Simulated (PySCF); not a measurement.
Species: C2H6AsGa.
Bonds: C1–C2 (triple), C2–Ga3, Ga3–As4. Hydrogens: H5 on C1; H6, H7 on Ga3; H8, H9, H10 on As4.

Computed, not measured: PBE0-D3(BJ)/def2-SVP geometry optimisation, gas phase in PySCF.

(1) How far are the bound atoms from Ga3?

(2) List the angles at Ga3.

(3) Describe the arrangement about Ga3 in numbers.

(4) What are the other bond lengths?

(5) Give some angles away from the centre.

(6) What are the rotational constants (commonest isotopes, rigid rotor)?

Answers

(1) 4 atoms: H6 1.568 Å, H7 1.569 Å, C2 1.946 Å, As4 2.637 Å. The nearest atom not counted as bound is C1, at 3.17 Å.

(2) 
```tsv
angle	degrees	distance of the outer atoms (Å)
H6–Ga3–H7	122.5	2.75
C2–Ga3–H6	117.1	3.00
C2–Ga3–H7	116.9	3.00
As4–Ga3–H6	99.9	3.29
As4–Ga3–H7	99.5	3.28
C2–Ga3–As4	88.8	3.25
```

(3) Angles from 88.8° to 122.5°; τ4 = (360° − α − β)/141° = 0.85 with α and β the two widest (0 for a square, 1 for a tetrahedron).

(4) C1≡C2 1.221 Å; C1–H5 1.076 Å; As4–H8, As4–H9, As4–H10 1.511 Å.

(5) C1–C2–Ga3 176.6°.

(6) A = 3586, B = 1492, C = 1083 MHz: an asymmetric top.

Point group: Cs (tolerance 0.08 Å). Charge 0, singlet. Not checked by PBE0-D3(BJ)/def2-SVP frequencies.
